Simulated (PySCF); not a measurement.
Mo(NH)(S)(F)(Cl) (ClFHMoNS), SMILES [Cl][Mo](=[S])([F])=[NH], multiplicity 1.

Coordinates come from a B3LYP-D3(BJ)/def2-SVP optimisation. The multiplicity is an assumed one; no other spin state was optimised. The structure was generated by enumeration; whether it is a known compound was not checked. The def2 effective core potentials stand for the cores of Mo; spin–orbit coupling is left out.

Two levels are set side by side: PBE/def2-TZVP (PySCF) and HF/def2-TZVP (PySCF). Same geometry, gas phase. Differences are taken from unrounded values.

```json
[
 {"quantity": "orbital gap (eV)", "HF": "10.50", "PBE": "2.76", "PBE minus HF": "-7.74"},
 {"quantity": "highest occupied level (eV)", "HF": "-10.71", "PBE": "-6.83", "PBE minus HF": "3.88"},
 {"quantity": "lowest empty level (eV)", "HF": "-0.21", "PBE": "-4.07", "PBE minus HF": "-3.85"},
 {"quantity": "dipole moment (D)", "HF": "2.41", "PBE": "1.92", "PBE minus HF": "-0.49"},
 {"quantity": "mean polarisability (bohr³)", "HF": "74.9", "PBE": "80.0", "PBE minus HF": "5.1"}
]
```

PBE's occupied levels lie high since its potential decays too fast outside the molecule; exact exchange lowers them and widens the gap. PBE's more diffuse valence density responds more strongly to a field. Differences between two approximate levels are no errors against the true value.

Rough cost on one machine, each run with all the roots and properties that it gave: HF against PBE within a factor of 2.
